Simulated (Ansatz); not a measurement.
`C#[C][SnH]([CH3])[Cl]` + H₂ → `C#C` + `[CH3][SnH2][Cl]` at 298.15 K and 1 bar (hydrogenolysis of a C–Sn bond).

Gas-phase electronic energies from Ansatz, PBE0-D4/def2-TZVP geometries. CCSD(T)/CBS adds triple-zeta CCSD(T) − MP2 to the extrapolated MP2 energy (def2 sets, frozen cores). This one scheme is used for every species. Elements past krypton have def2 core potentials. For Sn outer-core shells are correlated without core-valence functions, which leaves a few kJ/mol of doubt a bond.

```csv
species,CCSD(T)/CBS energy (Eh),H − E (kJ/mol),S (J/(mol·K))
`C#[C][SnH]([CH3])[Cl]`,-790.95511,189.2,386.0
H₂,-1.17544,35.1,130.4
`C#C`,-77.22717,80.8,200.2
`[CH3][SnH2][Cl]`,-714.90153,151.5,330.7
```

H − E and S are ideal-gas, rigid-rotor, harmonic terms from PBE0-D4/def2-TZVP, for one conformer and one mirror image of each species. The MP2-based limit puts H₂ 0.8 mEh under its directly extrapolated value; such offsets cancel only in part. 1 Eh = 2625.50 kJ/mol, R = 8.31446 J/(mol·K).

**Question.** By hand: ΔE, ΔH, ΔS and ΔG.

**Answer.** ΔE = (-77.22717) + (-714.90153) − (-790.95511) − (-1.17544) = 0.00185 Eh = 4.9 kJ/mol. Δ(H − E) = 80.8 + 151.5 − 189.2 − 35.1 = 8.0, so ΔH = 12.9 kJ/mol. ΔS = 200.2 + 330.7 − 386.0 − 130.4 = 14.5 J/(mol·K). ΔG = 12.9 − 298.15 × (14.5)/1000 = 8.6 kJ/mol.

**Question.** By hand: the equilibrium constant, and the temperature at which ΔG would vanish if ΔH and ΔS stayed fixed.

**Answer.** log₁₀ K = −ΔG/(RT ln 10) = -1.5. ΔG = 0 at ΔH/ΔS = 890 K, though so small a ΔS makes that figure unsure.

TΔS isn't small against ΔH here. A doubt of 5 kJ/mol in ΔE shifts log₁₀ K by 0.9 here. Other conformers and mirror images would add mixing entropy, several J/(mol·K) or more a flexible species. These are equilibria of isolated gas molecules and say nothing of rates. Largest T1 diagnostic: 0.013 (customary marks: 0.02 for closed shells, 0.045 for open ones).
